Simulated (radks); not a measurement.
Ionisation of neutral vanadium, [Ar] 3d3 4s2, to [Ar] 3d4 as the strength of local exchange is varied. Method: scalar-relativistic Kohn-Sham, Slater X-alpha exchange (alpha = 2/3 is LDA exchange), no correlation, spin-polarised, spherical densities, point nucleus; open shells are filled with parallel spins first; computed with a radial shooting solver on a logarithmic mesh with Libxc functionals.

alpha  E(V) (hartree)  exchange (hartree)  IE (eV)  -e of the level emptied (eV)  <r> of it (bohr)
0.634      -943.23911           -39.19241    5.441                    3.238 (4s)             3.655
0.667      -945.28227           -41.31855    5.302                    3.382 (4s)             3.628
0.693      -946.89502           -42.99956    5.186                    3.498 (4s)             3.607
0.715      -948.26173           -44.42598    5.083                    3.598 (4s)             3.588
0.768      -951.56199           -47.87749    4.817                    3.846 (4s)             3.544
0.79       -952.93513           -49.31646    4.699                    3.952 (4s)             3.526
0.844      -956.31350           -52.86403    4.391                    4.218 (4s)             3.482

NIST Atomic Spectra Database: 6.746 eV (measured). The central value is not met in this range of alpha. Open shells are spherical and high-spin; term and fine-structure splittings are not resolved.
